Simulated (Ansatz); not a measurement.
C5H5F, SMILES C=CC=C=CF.

The structure is a stationary point at B3LYP-D3(BJ)/def2-SVP. The structure was generated by enumeration, and PubChem lists no compound with its InChIKey, so it may never have been made. Other conformers were not sampled.

Two levels are set side by side: PBE/def2-SVPD (Ansatz, a program for electronic structure) and CAM-B3LYP/def2-SVPD (Ansatz). Energy differences of separate SCF runs at the same geometry; the states with an electron removed or added have multiplicity 2 and 2. Differences are taken from unrounded values.

```csv
quantity,PBE
vertical ionisation energy (eV),9.10
vertical singlet–triplet gap (eV),3.15
```

These are the PBE values. What does CAM-B3LYP give? (The exact figures need the calculation; the answer reports its results.)


```json
[
 {"quantity": "vertical ionisation energy (eV)", "CAM-B3LYP": "9.24", "PBE minus CAM-B3LYP": "-0.14"},
 {"quantity": "vertical singlet–triplet gap (eV)", "CAM-B3LYP": "3.28", "PBE minus CAM-B3LYP": "-0.13"}
]
```
